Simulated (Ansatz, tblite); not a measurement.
Forces on `C[Si](C)(C)C#Cc1ccc(-c2ccc(-c3ccc(C#C[Si](C)(C)C)nc3)nc2)nc1` at its r2SCAN-D4/def2-SVP geometry. The state is a singlet with charge 0.

The xTB rows come from tblite. Single mean-field runs in def2-TZVP are fitted with def2-universal-jkfit.

GFN1-xTB (tblite), largest force 0.97 eV/Å:

```xyz
57
positions Å, forces eV/Å
C    -7.105    7.117   -4.099   -0.199   -0.106   -0.233
Si   -5.923    7.673   -2.749    0.334   -0.457    0.148
C    -4.804    9.047   -3.374    0.205    0.223   -0.103
C    -6.871    8.234   -1.227   -0.158    0.089    0.270
C    -4.864    6.235   -2.279    0.564   -0.751    0.234
C    -4.153    5.278   -1.979   -0.377    0.512   -0.173
C    -3.328    4.180   -1.624    0.315   -0.412    0.188
C    -2.970    3.178   -2.551   -0.050    0.120    0.111
C    -2.156    2.130   -2.143   -0.056    0.195    0.217
C    -1.698    2.083   -0.811    0.005   -0.119   -0.227
C    -0.823    1.005   -0.306    0.126   -0.177    0.011
C    -0.439    0.975    1.047   -0.011   -0.028   -0.118
C     0.385   -0.041    1.508   -0.079    0.011   -0.231
C     0.831   -1.034    0.611    0.023    0.076    0.253
C     1.713   -2.144    1.025    0.122   -0.198   -0.011
C     2.246   -2.268    2.320    0.042   -0.036    0.018
C     3.069   -3.345    2.624   -0.072   -0.072   -0.359
C     3.350   -4.294    1.619    0.010    0.036    0.113
C     4.195   -5.410    1.904    0.291   -0.379    0.116
C     4.925   -6.359    2.177   -0.564    0.726   -0.225
Si    6.015   -7.806    2.527   -0.313    0.421   -0.087
C     5.001   -9.372    2.303   -0.187   -0.246   -0.042
C     6.641   -7.672    4.294    0.100    0.038    0.308
C     7.449   -7.768    1.313    0.230    0.027   -0.210
N     2.845   -4.189    0.371   -0.141    0.418    0.374
C     2.062   -3.153    0.099   -0.087    0.154    0.033
N     0.463   -1.008   -0.684   -0.075    0.230    0.327
C    -0.326   -0.034   -1.118   -0.098    0.118   -0.117
N    -2.045    3.037    0.076   -0.085   -0.037   -0.342
C    -2.822    4.036   -0.310   -0.170    0.204   -0.157
H    -7.756    7.950   -4.413    0.041   -0.318   -0.079
H    -6.557    6.763   -4.987   -0.306    0.030    0.066
H    -7.750    6.295   -3.751    0.018    0.158   -0.271
H    -4.224    8.720   -4.252   -0.020    0.273    0.155
H    -4.090    9.363   -2.597   -0.056    0.099   -0.293
H    -5.398    9.929   -3.668    0.319   -0.088    0.008
H    -6.185    8.538   -0.420   -0.313   -0.005   -0.025
H    -7.513    7.427   -0.837    0.047    0.298    0.088
H    -7.516    9.096   -1.466    0.068   -0.184    0.266
H    -3.337    3.235   -3.579    0.114   -0.036    0.268
H    -1.882    1.354   -2.860   -0.074    0.218    0.209
H    -0.803    1.763    1.711    0.124   -0.220   -0.089
H     0.674   -0.062    2.561   -0.072   -0.006   -0.314
H     2.031   -1.526    3.093    0.053   -0.196   -0.202
H     3.499   -3.465    3.621   -0.137    0.046   -0.299
H     4.143   -9.393    2.995    0.108   -0.205   -0.213
H     4.606   -9.444    1.277   -0.018   -0.197    0.248
H     5.616  -10.267    2.495   -0.315    0.067   -0.088
H     7.298   -8.522    4.541   -0.115    0.268    0.150
H     5.806   -7.669    5.013    0.313    0.012    0.032
H     7.217   -6.744    4.443   -0.073   -0.242    0.188
H     8.125   -8.623    1.480   -0.019    0.261   -0.208
H     7.087   -7.817    0.274    0.293    0.006    0.122
H     8.037   -6.842    1.421    0.034   -0.254   -0.183
H     1.662   -3.084   -0.919    0.138   -0.087    0.241
H    -0.577   -0.078   -2.185    0.085    0.001    0.345
H    -3.077    4.790    0.446    0.117   -0.283   -0.210
```

GFN2-xTB (tblite), largest force 2.14 eV/Å:

```
C -0.566 -0.250 -0.643
Si 0.160 -0.219 0.077
C 0.519 0.655 -0.298
C -0.456 0.278 0.715
C 1.242 -1.666 0.521
C -0.757 1.028 -0.331
C 0.194 -0.250 0.138
C -0.029 0.102 0.144
C -0.038 0.094 0.066
C -0.085 0.124 -0.004
C 0.055 -0.086 -0.020
C 0.013 -0.046 -0.059
C -0.053 0.030 -0.085
C -0.071 0.081 -0.076
C 0.051 -0.118 -0.065
C 0.063 -0.080 -0.012
C -0.031 -0.034 -0.166
C -0.090 0.038 -0.175
C 0.685 -0.899 0.246
C -1.272 1.658 -0.467
Si -0.149 0.188 -0.066
C -0.469 -0.744 -0.103
C 0.304 0.057 0.844
C 0.680 0.009 -0.568
N -0.246 0.642 0.497
C 0.145 -0.137 0.158
N -0.268 0.518 0.327
C 0.112 -0.079 0.153
N -0.257 0.130 -0.550
C 0.044 -0.134 -0.185
H 0.254 -0.450 0.076
H -0.325 0.148 0.367
H 0.256 0.375 -0.234
H -0.231 0.227 0.396
H -0.297 -0.087 -0.408
H 0.365 -0.360 0.110
H -0.379 -0.120 -0.321
H 0.266 0.419 -0.118
H 0.264 -0.397 0.212
H 0.139 -0.018 0.385
H -0.121 0.330 0.302
H 0.157 -0.331 -0.252
H -0.125 0.011 -0.449
H 0.096 -0.304 -0.299
H -0.170 0.042 -0.398
H 0.370 -0.068 -0.345
H 0.149 -0.040 0.493
H -0.372 0.348 -0.110
H -0.290 0.432 -0.017
H 0.437 0.004 -0.264
H -0.249 -0.446 0.013
H -0.247 0.429 -0.160
H 0.245 0.023 0.454
H -0.214 -0.451 -0.108
H 0.222 -0.121 0.418
H 0.194 -0.092 0.498
H 0.175 -0.397 -0.257
```

PBE0-D4/def2-TZVP (Ansatz), largest force 1.31 eV/Å:

```
C -0.098 -0.069 -0.120
Si -0.004 0.014 -0.005
C 0.111 0.111 -0.052
C -0.075 0.034 0.148
C 0.750 -1.016 0.310
C -0.739 1.010 -0.306
C 0.292 -0.406 0.131
C 0.032 0.081 0.282
C -0.033 0.151 0.191
C -0.218 0.232 -0.199
C 0.213 -0.250 0.161
C 0.044 -0.150 -0.226
C -0.048 -0.034 -0.241
C -0.216 0.307 -0.037
C 0.220 -0.283 0.097
C 0.011 -0.129 -0.233
C -0.046 -0.066 -0.272
C -0.237 0.365 0.026
C 0.737 -0.962 0.276
C -0.779 1.012 -0.297
Si 0.013 -0.020 0.001
C -0.106 -0.124 -0.026
C 0.044 0.033 0.163
C 0.117 0.022 -0.116
N -0.036 0.246 0.355
C -0.023 0.139 0.204
N -0.084 0.250 0.317
C -0.041 0.160 0.220
N -0.085 -0.052 -0.381
C -0.064 -0.033 -0.319
H 0.187 -0.218 0.098
H -0.139 0.103 0.253
H 0.185 0.229 -0.083
H -0.168 0.078 0.244
H -0.204 -0.097 -0.206
H 0.150 -0.249 0.085
H -0.178 -0.086 -0.232
H 0.182 0.214 -0.120
H 0.183 -0.237 0.050
H 0.117 -0.012 0.328
H -0.089 0.249 0.238
H 0.126 -0.266 -0.203
H -0.091 -0.003 -0.351
H 0.068 -0.238 -0.250
H -0.135 0.028 -0.331
H 0.242 0.018 -0.185
H 0.117 0.031 0.281
H -0.156 0.255 -0.050
H -0.183 0.227 -0.085
H 0.221 -0.003 -0.211
H -0.161 -0.253 -0.056
H -0.195 0.229 -0.034
H 0.087 0.012 0.293
H -0.171 -0.253 -0.018
H 0.158 -0.056 0.356
H 0.099 0.004 0.389
H 0.097 -0.277 -0.256
```
